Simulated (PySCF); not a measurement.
Compound: CH5ClSeSi.
Numbering: `[CH3:1][Se:2][SiH2:3][Cl:4]` (hydrogens: H5, H6, H7 on C1; H8, H9 on Si3)

A GFN2-xTB structure was refined with PBE0-D3(BJ)/def2-SVP geometry optimisation, gas phase (PySCF). Its GFN2-xTB values:

| coordinate | GFN2-xTB |
| --- | --- |
| C1–Se2 | 1.954 Å |
| C1–H5 | 1.066 Å |
| Se2–Si3 | 2.257 Å |
| Si3–Cl4 | 2.049 Å |
| Si3–H8 | 1.452 Å |
| C1–Se2–Si3 | 95.7° |
| Se2–C1–H5 | 110.6° |
| Se2–Si3–Cl4 | 108.5° |
| Se2–Si3–H8 | 110.6° |
| Cl4–Si3–H8 | 108.4° |
| H5–C1–H6 | 113.2° |
| H5–C1–H7 | 109.6° |
| H8–Si3–H9 | 110.4° |
| C1–Se2–Si3–Cl4 | 180° |

How do these coordinates change at the PBE0-D3(BJ)/def2-SVP level?

```
    coordinate  PBE0-D3(BJ)/def2-SVP (Å or °)  change
        Si3–H8                          1.491  +0.039
         C1–H5                          1.097  +0.031
       Si3–Cl4                          2.065  +0.016
       Se2–Si3                          2.266  +0.009
        C1–Se2                          1.960  +0.006
      H5–C1–H6                          110.5    -2.7
     H8–Si3–H9                          109.0    -1.4
   Se2–Si3–Cl4                          107.3    -1.2
    Se2–Si3–H8                          111.5    +0.9
    C1–Se2–Si3                           95.0    -0.7
      H5–C1–H7                          109.1    -0.5
     Se2–C1–H5                          111.0    +0.4
    Cl4–Si3–H8                          108.7    +0.3
C1–Se2–Si3–Cl4                           -179      +1
```

The energy falls by 0.047 eV over 4 energy and gradient evaluations, the largest force component goes from 0.0252 to 4.1e-04 Eh/bohr, and the atoms move by 0.024 Å rms after alignment. The bond that changes most is Si3–H8 (chlorine-bound silicon to Si–H hydrogen), which lengthens by 0.039 Å. Bonds longer at the end by more than 0.005 Å: 6 of 8; shorter: 1. Rotational constants go from 7313, 1243, 1083 to 7096, 1246, 1081 MHz.

The run used 107 basis functions and 24 SCF cycles in all. The run took 15 s of wall time on one thread of an Intel Xeon Platinum 8488C (shared host), and the process peaked at 0.44 GiB of memory.

PBE0-D3(BJ)/def2-SVP frequencies: not computed here. The numbers are those of one conformer.

Shape of the structure used: `[CH3:1][Se:2][SiH2:3][Cl:4]`: C1–Se2–Si3–Cl4 -179°.
